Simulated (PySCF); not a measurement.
**NMR problem set**

[PySCF 2.14: geometry from GFN2-xTB; couplings computed with B3LYP/pcJ-1; σ from GIAO-PBE0/pcSseg-1; non-relativistic; gas phase; one conformer; equivalent nuclei averaged]

References, each an isolated molecule treated in the same way: TMS for 1H (σ = 31.72 ppm), 13C (σ = 186.93 ppm). Multiplet labels drop J under 1 Hz and among equivalent protons, and merge close values. Unscaled 3J(H,H) run several per cent high. Splittings of carbon signals by F and P are missing where no couplings were computed. Where no couplings were computed, multiplicities follow the n + 1 count of equivalent neighbours, and m marks all less simple cases (inequivalent or close neighbours, rings, F or P nearby). Vicinal couplings that depend on rotamer populations or ring flexing (ring, CH–CH, X–H and H–F types) are those of the one conformer. One-bond C–F couplings are unscaled and too large by tens of Hz. Shifts are as computed. Against solution values, carbons near 30 ppm lie about +3 ppm off and those near 130 ppm about +5 ppm. Of 1211 compounds with measured shifts, 218 miss one by over three times the rms of a fit or turn the order of signals round; such compounds aren't used in these exercises.

Task: C₂H₂F₂O. 1H NMR (300 MHz, computed): δ 9.68 (dt, J = 6.3, 1.2 Hz, 1H), 5.64 (td, J = 60.2, 6.3 Hz, 1H). 13C{1H} NMR (computed): δ 196.0 (CH, t, J = 33.6 Hz), 116.6 (CH, t, J = 310.4 Hz). What is it?

Result: `InChI=1S/C2H2F2O/c3-2(4)1-5/h1-2H`. Rings plus π bonds: 1 (no ring in the answer). 2 carbon signals for 2 carbons: no two carbons are equivalent. Carbon types of the structure: 2 × CH, which accounts for all hydrogens. δC 196.0: aldehyde carbonyl carbon; low-lying n→π* states of the double bond to the heteroatom give a large paramagnetic term (-259 ppm). δC 116.6: sp3 CH bonded to 2 F, α to a carbonyl; 2 electronegative neighbours deshield it. δH 9.68: hydrogen on an aldehyde carbonyl carbon; the C=O anisotropy and electron withdrawal place aldehyde protons far downfield. δH 5.64: hydrogen on an sp3 CH bonded to 2 F, α to a carbonyl; its carbon carries F, hence the downfield position.

This is the structure that produced the data.

Task: C₇H₁₄P₂. 1H NMR (400 MHz, computed): δ 6.59 (m, 1H), 5.91 (m, 1H), 5.47 (m, 1H), 1.95 (m, 4H), 1.73 (m, 4H), 1.04 (m, 3H). 13C{1H} NMR (computed): δ 152.6, 125.6, 31.9, 29.1, 17.4. What is it?

Result: SMILES P1(C=C)CCP(C)CC1. 5 carbon signals for 7 carbons: some carbons are equivalent by symmetry or fast rotation. Carbon types of the structure: 1 × CH, 5 × CH2, 1 × CH3, which accounts for all hydrogens. δC 152.6: alkene CH; an sp2 carbon of a C=C bond. δC 125.6: terminal =CH2 carbon; an sp2 carbon of a C=C bond. δH 6.59: hydrogen on an alkene CH; a vinylic proton, deshielded by the sp2 carbon and the C=C anisotropy. δH 5.91, 5.47: hydrogen on a terminal =CH2 carbon; a vinylic proton, deshielded by the sp2 carbon and the C=C anisotropy.

This is the structure that produced the data.
